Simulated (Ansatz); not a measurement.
MoAu₄⁻. Charge -1, multiplicity 2. Geometry r2SCAN-D4/def2-SVPD.

Cartesian coordinates in Å:
```
Mo 0.0920 0.2442 0.2951
Au 1.0170 2.4922 -0.4656
Au 0.5495 -0.3098 -2.1792
Au -1.3612 -1.7931 -0.3041
Au -0.2974 -0.6336 2.6538
```

In the def2 sets Au, Mo take a core potential; there is no spin–orbit coupling. B3LYP takes the VWN-RPA correlation. At PBE-D4/def2-TZVPD, revPBE-D4/def2-TZVPD, r2SCAN-D4/def2-TZVPD, B3LYP-D4/def2-TZVPD and others the charge -1 doublet is spin-contaminated (final ⟨S²⟩ up to 1.78, 0.75 for a pure state). No other spin state of charge -1 was run. The geometry of the doublet was relaxed on an unsound state (⟨S²⟩ 1.77, where a pure state has 0.75). Another isomer (doublet) lies 0.09 eV lower at PBE0-D4/def2-TZVPD; other spin states weren't run for this one.

Problem. Estimate the α-spin orbital energies around the gap (eV) in Ansatz with PBE-D4/def2-TZVPD, revPBE-D4/def2-TZVPD, r2SCAN-D4/def2-TZVPD, B3LYP-D4/def2-TZVPD, PBE0-D4/def2-TZVPD.

Solution. 
```tsv
orbital	PBE-D4/def2-TZVPD	revPBE-D4/def2-TZVPD	r2SCAN-D4/def2-TZVPD	B3LYP-D4/def2-TZVPD	PBE0-D4/def2-TZVPD
HOMO−9	-2.92	-2.83	-3.13	-4.03	-4.27
HOMO−8	-2.90	-2.81	-3.12	-3.96	-4.17
HOMO−7	-2.87	-2.78	-3.09	-3.87	-4.05
HOMO−6	-2.64	-2.55	-2.86	-3.74	-3.97
HOMO−5	-2.58	-2.50	-2.80	-3.71	-3.93
HOMO−4	-2.18	-2.07	-2.32	-2.80	-2.88
HOMO−3	-1.81	-1.70	-1.92	-2.35	-2.41
HOMO−2	-1.06	-0.96	-1.20	-1.93	-2.17
HOMO−1	-0.90	-0.83	-1.19	-1.88	-2.08
HOMO	-0.80	-0.73	-1.10	-1.66	-1.73
LUMO	-0.21	-0.10	-0.06	0.51	0.77
LUMO+1	0.23	0.37	0.65	1.02	1.28
LUMO+2	0.56	0.66	0.67	1.16	1.53
LUMO+3	1.09	1.21	1.33	1.57	1.82
LUMO+4	1.60	1.72	1.80	2.01	2.22
LUMO+5	2.35	2.45	2.61	2.78	3.01
β HOMO	-0.46	-0.39	-0.78	-1.56	-1.60
β LUMO	0.06	0.19	0.25	0.77	1.08
```
